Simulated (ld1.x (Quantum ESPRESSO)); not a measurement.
What the settings do to the TM potential of silicon

Base potential:

silicon, norm-conserving Troullier–Martins (Kleinman–Bylander form), made with ld1.x (Quantum ESPRESSO) 7.5 (PBEsol, scalar-relativistic). Core [He], reference 2s2 2p6 3s2 3p2. Waves: 2s (bound): rc 0.65 bohr; 3d channel at 0.2 Ry: rc 0.75 bohr; 2p (bound): rc 0.75 bohr. Local part: the p channel. Core correction: a·sin(br)/r model core, default radius (core density twice the valence density).

Occupied shells without a wave of their own: 3p, 3s. They enter only through the test configuration that unscreens the potential, and ld1.x also counts them in the model core charge.

All-electron outer shells of the reference configuration (PBEsol, scalar-relativistic, ld1.x):

| shell | level (eV) | outermost node (bohr) | outermost maximum (bohr) |
| --- | --- | --- | --- |
| 1s | -1782.33 | – | 0.07 |
| 2s | -139.13 | 0.15 | 0.45 |
| 2p | -95.42 | – | 0.39 |
| 3s | -10.77 | 0.72 | 1.80 |
| 3p | -4.06 | 0.72 | 2.17 |

Cutoffs, loose and tight: the cutoffs (Ry, on a coarse ladder) from which the occupation-weighted sum of valence levels, in a spherical-Bessel basis at the reference potential, stays within 10 and 1 mRy of its value at 400 Ry. They do not see the model core or the augmentation charge, which bear on the density cutoff. Test errors are all-electron minus pseudo excitation energies from the reference, over the configurations 2s2 2p6 3s2 3p1; 2s2 2p6 3s2 3p0; 2s2 2p6 3s1 3p0; 2s2 2p6 3s0 3p4; 2s1 2p6 3s2 3p2; 2s2 2p6 3s2 3p1.5; 2s2 2p6 3s1 3p3. A dash means not determined; rows that change the core or the reference have their own tests.

With those shells counted twice in exchange and correlation these files are broken, and their errors move erratically; no question is asked of them.

| change | outcome | cutoff, loose | cutoff, tight | bound ghosts | largest test error (meV) |
| --- | --- | --- | --- | --- | --- |
| base | generated | over 300 Ry | over 300 Ry | none | -878 |
| functional LDA (PZ) | generated | over 300 Ry | over 300 Ry | none | -712 |
| all radii but the core radius scaled by about 1.13 (s 0.74, p 0.84, d 0.84 bohr) | generated, misses its reference levels by 0.23 eV | 260 Ry | over 300 Ry | none | -649 |
| wave 3d channel at 0.2 Ry: rc 0.75 bohr becomes 3d channel at 0.59 Ry: rc 0.75 bohr | generated | over 300 Ry | over 300 Ry | none | -878 |
| wave 3d channel at 0.2 Ry: rc 0.75 bohr becomes 3d channel at 0.2 Ry: rc 0.90 bohr | generated | over 300 Ry | over 300 Ry | none | -878 |
| type ultrasoft; waves now 2s (bound): rc 0.65 bohr; 3s (bound): rc 0.65 bohr; 2p (bound): rc 0.75 bohr; 3p (bound): rc 0.75 bohr; 3d channel at 0.2 Ry: rcut 0.65, rcutus 0.75 bohr; 3d channel at 1.25 Ry: rcut 0.65, rcutus 0.75 bohr; local potential all-electron potential smoothed inside 0.65 bohr (lloc = -1); augmentation built from norm-conserving waves at rcut, not smoothed further | failed: run_pseudo: Errors in PS-KS equation | – | – | – | – |
| core [Ne], valence charge 4; reference 3s2 3p2; waves now 3s (bound): rc 1.35 bohr; 3p (bound): rc 1.70 bohr; 3d channel at 0.2 Ry: rc 1.75 bohr; local potential all-electron potential smoothed inside 1.30 bohr (lloc = -1) | generated | 35 Ry | 80 Ry | none | +101 |
| local potential all-electron potential smoothed inside 0.60 bohr (lloc = -2) | generated | over 300 Ry | over 300 Ry | none | -1333 |
| wave 2s (bound): rc 0.65 bohr becomes 2s (bound): rc 0.66 bohr | generated | 300 Ry | over 300 Ry | none | -888 |
